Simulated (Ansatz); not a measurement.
Job for Ansatz (a first-principles code): R-B97M-V/def2-TZVPPD on HCl (SMILES Cl) with ghost functions. Files ending in .json are basis or fitting sets from the Basis Set Exchange.

Ansatz 0.2 input:
```yaml
crystal:
  periodic: [false, false, false]
  atoms:
    - {symbol: Cl, position_ang: [0.62551507, 1.13809305, -0.22468063]}
    - {symbol: H, position_ang: [1.11864222, -0.03363166, -0.05764518]}
basis:
  gaussian:
    orbitals: def2-TZVPPD.json
    ghost_atoms:
      - {symbol: Si, position_ang: [-0.17786572, -0.08132707, 3.25419089]}
      - {symbol: H, position_ang: [-0.31464732, 1.38828997, 3.33470284]}
      - {symbol: H, position_ang: [-1.15899545, -0.62873967, 2.29142898]}
      - {symbol: H, position_ang: [-0.41559670, -0.67769408, 4.58898788]}
      - {symbol: H, position_ang: [1.19066614, -0.43091569, 2.80763191]}
hamiltonian:
  xc: {name: B97M-V}
scf: {lower_state_search: off}
```

It printed:

```
WARN ansatz: RAYON_NUM_THREADS=2 ignored (pool sized by the plan → 2); use --threads N
Functional definition: B97M-V
these checks for a lower state are left out or cut short: stability, starts, cluster_reference, orbital_swaps, neighbouring_geometries, increment
integrals: 0.10 GiB planned
893 factors; their error is unknown
mean field: 0.70 GiB planned
mean field evaluation 1: about -12536.0037 eV, gradient 1.0e1 eV
mean field evaluation 2: about -12536.0598 eV, gradient 1.0e1 eV
mean field evaluation 4: about -12536.2702 eV, gradient 4.3e-1 eV
mean field evaluation 8: about -12536.2642 eV, gradient 3.6e-3 eV
mean field -12536.26422260 eV, -460.6992127956 hartree, gradient 3.5e-6 eV, S^2 0.000000; 0 other end points of the search recorded, 0 dependent functions left out
reference -12536.26429607 eV, -460.6992154954 hartree; 9, 9 occupied and 175, 175 virtual orbitals, 893 factors
Total energy: -12536.26429607 eV, -460.6992154954 hartree
Checks for a lower state left out: stability, starts, cluster_reference, orbital_swaps, neighbouring_geometries, increment
```

Self-consistency was reached.

Cost: roughly 3 core-seconds.
